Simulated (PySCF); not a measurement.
CFN₂O₂S (charge -1).
SMILES with atom numbers: `[N:1]#[C:2][N-:3][S:4](=[O:5])(=[O:6])[F:7]`

The same species was optimised twice, with GFN2-xTB and with PBE0-D3(BJ)/def2-SVP (PySCF), and the same property calculations (PySCF, gas phase) were run on both structures.

| coordinate | GFN2-xTB | PBE0-D3(BJ)/def2-SVP | change |
| --- | --- | --- | --- |
| S4–F7 (Å) | 1.695 | 1.646 | -0.049 |
| C2–N3 (Å) | 1.285 | 1.314 | +0.029 |
| S4=O5 (Å) | 1.434 | 1.454 | +0.020 |
| N3–S4 (Å) | 1.558 | 1.575 | +0.017 |
| S4=O6 (Å) | 1.432 | 1.448 | +0.016 |
| N1≡C2 (Å) | 1.156 | 1.171 | +0.015 |
| C2–N3–S4 (°) | 117.3 | 120.2 | +2.9 |
| O5–S4–O6 (°) | 117.5 | 119.4 | +1.9 |
| N3–S4–O5 (°) | 117.4 | 116.3 | -1.1 |
| N3–S4–O6 (°) | 110.9 | 109.9 | -1.0 |
| N1–C2–N3 (°) | 173.3 | 174.3 | +1.0 |
| O6–S4–F7 (°) | 102.3 | 103.2 | +0.9 |
| N3–S4–F7 (°) | 103.1 | 102.7 | -0.4 |
| O5–S4–F7 (°) | 102.7 | 102.6 | -0.1 |
| C2–N3–S4–O5 (°) | 34 | 32 | -2 |

Rotational constants: A = 4728, B = 1737, C = 1700 MHz (GFN2-xTB) against A = 4759, B = 1672, C = 1652 MHz (PBE0-D3(BJ)/def2-SVP). Point groups within 0.08 Å: C1 and C1.

On the GFN2-xTB structure: HOMO (eV) -3.10 [PBE0/pcSseg-1]; LUMO (eV) 4.87 [PBE0/pcSseg-1]; GIAO shielding of N1 (ppm) 54.0 [PBE0/pcSseg-1]; GIAO shielding of C2 (ppm) 67.5 [PBE0/pcSseg-1]; GIAO shielding of N3 (ppm) 151.6 [PBE0/pcSseg-1]; GIAO shielding of S4 (ppm) 148.9 [PBE0/pcSseg-1]; GIAO shielding of O5/O6 (mean) (ppm) 94.6 [PBE0/pcSseg-1]; GIAO shielding of F7 (ppm) 84.2 [PBE0/pcSseg-1].

Question: What do these properties become on the PBE0-D3(BJ)/def2-SVP structure?

Answer: 
```
                                    property          level  on GFN2-xTB  on PBE0-D3(BJ)/def2-SVP  change
                                   HOMO (eV)  PBE0/pcSseg-1        -3.10                    -3.01   +0.09
                                   LUMO (eV)  PBE0/pcSseg-1         4.87                     5.07   +0.20
energy, GFN2-xTB geometry as zero (kcal/mol)  PBE0/pcSseg-1          0.0                     -2.3    -2.3
                  GIAO shielding of N1 (ppm)  PBE0/pcSseg-1         54.0                     47.8    -6.2
                  GIAO shielding of C2 (ppm)  PBE0/pcSseg-1         67.5                     64.9    -2.6
                  GIAO shielding of N3 (ppm)  PBE0/pcSseg-1        151.6                    145.1    -6.5
                  GIAO shielding of S4 (ppm)  PBE0/pcSseg-1        148.9                    143.5    -5.4
        GIAO shielding of O5/O6 (mean) (ppm)  PBE0/pcSseg-1         94.6                     87.5    -7.1
                  GIAO shielding of F7 (ppm)  PBE0/pcSseg-1         84.2                     98.1   +13.9
```

The heavy atoms differ by 0.043 Å rms after alignment. Among bonds between heavy atoms S4–F7 changes most (-0.049 Å). Changes are differences of the printed values. Neither structure is proved a minimum here. One conformer (not necessarily the lowest) at the PBE0-D3(BJ)/def2-SVP geometry, without solvent, vibrations or thermal averaging.

Shape of the structure used: `[N:1]#[C:2][N-:3][S:4](=[O:5])(=[O:6])[F:7]`: C2–N3–S4–O5 32°.
